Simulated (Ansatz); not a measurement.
`F[SiH](F)[SiH3]` + `BN[SiH2]CO` → `B[Si](F)(F)[SiH3]` + `N[SiH2]CO`  (redistribution)

Isolated molecules relaxed with PBE0-D4/def2-TZVP in Ansatz; ΔE leaves out vibrations. CBS: MP2 limit from def2 TZ/QZ plus the TZ coupled-cluster correction, frozen cores. Each species was taken in one conformer, which may not be the lowest.

```
            species  CCSD(T)/CBS(def2) energy (Eh)
  `F[SiH](F)[SiH3]`                     -780.26920
       `BN[SiH2]CO`                     -486.65817
`B[Si](F)(F)[SiH3]`                     -805.62947
        `N[SiH2]CO`                     -461.23550
```

Work out ΔE.

ΔE = (-805.62947) + (-461.23550) − (-780.26920) − (-486.65817) = 0.06240 Eh = +163.8 kJ/mol.

Largest T1 diagnostic among the species: 0.013.
